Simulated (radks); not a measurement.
Values are calculated unless marked as measured or tabulated.
Species: As4+. Configuration: [Ar] 3d10 4s1.

Level of theory: scalar-relativistic Kohn-Sham, r2SCAN, spin-unpolarised, spherical densities, finite nucleus; meta-GGA in the generalised Kohn-Sham scheme; Fermi nuclear charge, rms radius 4.0968 fm (a radial shooting solver on a logarithmic mesh with Libxc functionals).

Energy parts (hartree):
total: -2257.28563
kinetic: 2300.93776
electron-nucleus: -5387.22368
Hartree: 911.65276
exchange-correlation: -82.65247

Orbitals (lengths in bohr, moments of r in powers of bohr):
orbital  occ.  eigenvalue (hartree)   <1/r>
1s          2             -433.7631   33.46
2s          2             -56.96997   7.386
2p          6             -50.11106   7.222
3s          2              -9.04388   2.389
3p          6              -6.89295   2.234
3d         10              -3.36464   1.925
4s          1              -2.08055  0.7870
4p          0              -1.60805  0.6936

The highest occupied level is 4s at -56.615 eV. For comparison, the ionisation energy in NIST's Atomic Spectra Database is 62.8 eV (measured). In exact Kohn-Sham theory the highest level is minus the ionisation energy, but local and semilocal functionals leave it too shallow, through self-interaction and a potential that decays too fast; potentials with the right tail come closer. The electron density at the nucleus is 3.596e+04 e/bohr^3 (large components only).

Beside tabulated values, note that spin-unpolarised runs miss the spin-polarisation part of the exchange energy of open shells.
